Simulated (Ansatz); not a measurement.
Breaking the Br1–H2 bond in HBr (multiplicity 1 held). Energies count from the point at 1.425 Å.


R- and RO- levels are restricted; in cc, def2 and unpolarised 6-31G sets they are followed outwards from rest. U- levels take the lowest unrestricted solution at each point, which mixes spins at long bonds. Active spaces are followed from rest. Curves can end on different states.

Frozen-core correlation. Filled d and f shells under p-block atoms count as core.

Run with Ansatz (an electronic-structure program) with Gaussian orbitals. Values without a source in brackets are computed.

Energies in kcal/mol.

| R (Å) | U-HF/cc-pVTZ | U-r2SCAN/cc-pVTZ | U-MP2/cc-pVTZ | U-CCSD(T)/cc-pVTZ | R-CCSDT/cc-pVTZ | FIC-MRCISD+Q on CASSCF(8,5)/cc-pVTZ |
|---|---|---|---|---|---|---|
| 1.140 | 38.1 | 39.1 | 38.7 | 39.5 | 39.5 | 39.5 |
| 1.282 | 6.4 | 7.2 | 6.8 | 7.3 | 7.3 | 7.3 |
| 1.425 | 0.0 | 0.0 | 0.0 | 0.0 | 0.0 | 0.0 |
| 1.567 | 6.4 | 5.0 | 5.7 | 5.0 | 5.0 | 5.0 |
| 1.710 | 19.0 | 15.7 | 17.3 | 15.7 | 15.6 | 15.6 |
| 1.923 | 40.5 | 35.3 | 45.3 | 34.9 | 34.6 | 34.5 |
| 2.137 | 52.9 | 54.8 | 68.3 | 53.5 | 52.3 | 52.1 |
| 2.493 | 61.1 | 75.8 | 83.1 | 77.1 | 73.6 | 73.2 |
| 2.850 | 63.7 | 85.6 | 87.8 | 87.3 | 84.6 | 83.9 |
| 3.277 | 64.6 | 90.4 | 89.4 | 90.1 | 89.6 | 88.7 |
| 3.847 | 64.8 | 92.5 | 90.0 | 90.7 | 91.2 | 90.3 |
| 4.559 | 64.9 | 93.1 | 90.1 | 90.8 | 91.5 | 90.6 |
| 5.699 | 64.9 | 93.2 | 90.1 | 90.9 | 91.5 | 90.6 |

Doubts at one or more of the structures used: a spin-contaminated determinant (U-HF/cc-pVTZ, U-r2SCAN/cc-pVTZ, U-MP2/cc-pVTZ, U-CCSD(T)/cc-pVTZ); T1 above 0.05 (U-CCSD(T)/cc-pVTZ, R-CCSDT/cc-pVTZ); a restricted determinant that unrestricted orbitals would lower (R-CCSDT/cc-pVTZ); other coupled-cluster roots lie near (R-CCSDT/cc-pVTZ).
